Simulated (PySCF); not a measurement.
I3Sn, charge -1. Atoms are numbered in the order given.

```xyz
4

Sn     0.0000     0.0000     1.0502
I      2.2197    -1.2815    -0.3303
I     -2.2197    -1.2815    -0.3303
I      0.0000     2.5631    -0.3303
```
Charge -1, spin multiplicity 1.

Coordinates come from a B3LYP-D3(BJ)/def2-SVPD optimisation. The isomer is the one that the SMILES or the coordinates give; other isomers of the formula were not compared. The def2 effective core potentials stand for the cores of I, Sn; spin–orbit coupling is left out.

Computed with B3LYP/def2-SVPD run with PySCF.

Mulliken values depend strongly on the basis, most of all with diffuse functions as here. ESP charges are fitted to the potential on shells at 1.4 to 2.0 van der Waals radii. Atomic charges (e):

```tsv
atom	ESP fit	Mulliken
Sn1	[?]	0.56
I2	[?]	-0.52
I3	[?]	-0.52
I4	[?]	-0.52
```

What belongs in the gaps? (An estimate is asked for; the answer gives what the named calculation found.)


- Sn1, ESP fit: 0.17
- I2, ESP fit: -0.39
- I3, ESP fit: -0.39
- I4, ESP fit: -0.39
